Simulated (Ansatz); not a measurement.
The pair A = SiH4 (SMILES [SiH4]) (first 5 atoms), B = C2H2 (SMILES C#C); geometry from B3LYP-D3(BJ)/def2-TZVP.
(charge 0, multiplicity 1):
```xyz
9

Si     0.2850    -0.0683     0.0513
H      1.1256     1.0035     0.6274
H     -1.1437     0.2284     0.2948
H      0.6380    -1.3681     0.6624
H      0.5226    -0.1390    -1.4104
C      0.1955    -0.1229     3.7438
C     -0.9086     0.2949     3.5474
H      1.1764    -0.4941     3.9150
H     -1.8885     0.6654     3.3694
```

Frozen-core correlation. MP2 and its Hartree–Fock in aug-cc-pV(Q+d)Z, aug-cc-pV(T+d)Z are density fitted.

Programs: Ansatz (an electronic-structure program). Each number belongs to the level named beside it.

The counterpoise-corrected interaction energy is E(AB) − E(A in the pair's basis) − E(B in the pair's basis). Total energies (hartree):

| level | AB | A in the pair's basis | B in the pair's basis |
|---|---|---|---|
| HF/aug-cc-pV(T+d)Z | -368.1135371 | -291.2638602 | -76.8506876 |
| MP2/aug-cc-pV(T+d)Z | -368.5752357 | -291.4095188 | -77.1637624 |
| HF/aug-cc-pV(Q+d)Z | -368.1216979 | -291.2676124 | -76.8550758 |
| MP2/aug-cc-pV(Q+d)Z | -368.6090900 | -291.4215781 | -77.1854205 |
| MP2/aug-cc-pV(D+d)Z | -368.4650945 | -291.3723172 | -77.0912185 |
| CCSD(T)/aug-cc-pV(D+d)Z | -368.5281270 | -291.4071326 | -77.1196451 |

**Question.** Work out the counterpoise-corrected interaction energy at the basis-set limit: extrapolate the MP2 correlation part as X⁻³, take Hartree–Fock from the larger set, and add the CCSD(T) − MP2 difference of aug-cc-pV(D+d)Z.

**Answer.** 
1. Differences (1 hartree = 627.509 kcal/mol): HF/aug-cc-pV(T+d)Z 0.634; MP2/aug-cc-pV(T+d)Z -1.226; HF/aug-cc-pV(Q+d)Z 0.621; MP2/aug-cc-pV(Q+d)Z -1.312; MP2/aug-cc-pV(D+d)Z -0.978; CCSD(T)/aug-cc-pV(D+d)Z -0.847.
2. Correlation parts, MP2 less HF: -1.861 in aug-cc-pV(T+d)Z (X = 3), -1.934 in aug-cc-pV(Q+d)Z (X = 4).
3. Limit (4³·(-1.934) − 3³·(-1.861))/(4³ − 3³) = -1.987; with HF/aug-cc-pV(Q+d)Z it gives -1.366.
4. CCSD(T) less MP2 in aug-cc-pV(D+d)Z: 0.131.
Result: -1.23 kcal/mol, against -1.23 at MP2/aug-cc-pV(T+d)Z. It is an estimate of this method's limit, not of the exact value.
